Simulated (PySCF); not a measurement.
**SrCa and its ions**

r²SCAN; PySCF, scalar-relativistic core potentials, basis sets Sr def2-SVP with ECP28, Ca def2-SVP. Neutral (UKS): singlet (closed shell), Re = 4.388 Å, ωe = 68.7 cm⁻¹, De = 0.23 eV, HOMO -3.22 eV, LUMO -1.83 eV.

SrCa⁺ (UKS): doublet (σ ↑), Re = 4.065 Å, ωe = 102 cm⁻¹, De = 1.06 eV to Sr⁺ + Ca. The energies at the minima are -708.10990 hartree for SrCa and -707.94143 for SrCa⁺.

Task: Work out the adiabatic ionisation energy, without and with harmonic zero-point energies (1 hartree = 27.2114 eV, 1 eV = 8065.5 cm⁻¹), and the change of the bond length.

Result: At r²SCAN: 0.16847 hartree = 4.584 eV between the minima; the zero-point term (102.0 − 68.7)/2 cm⁻¹ = +0.002 eV makes it 4.586 eV. Re changes by -32.3 pm against the neutral. Minus the HOMO energy is 3.22 eV, -1.36 eV from the value between the minima; self-interaction puts the Kohn–Sham level too high, less so with exact exchange. The electron leaves a σ orbital, and the shorter bond of the ion fits an antibonding orbital, or a change in how ionic the bond is.

Closed-shell solutions of metal pairs were not tested for spin polarisation, which can lower them a little. Weak bonds: SrCa. Basis-set superposition, not corrected here, can be much of De in a small basis, most of all at correlated wavefunction levels. Spin–orbit coupling is left out. For an ion De counts to the pair picked by the measured ionisation energies or electron affinities, which need not be the lowest pair at this level. States were picked by a PBE0 search and need not be the measured ground states.
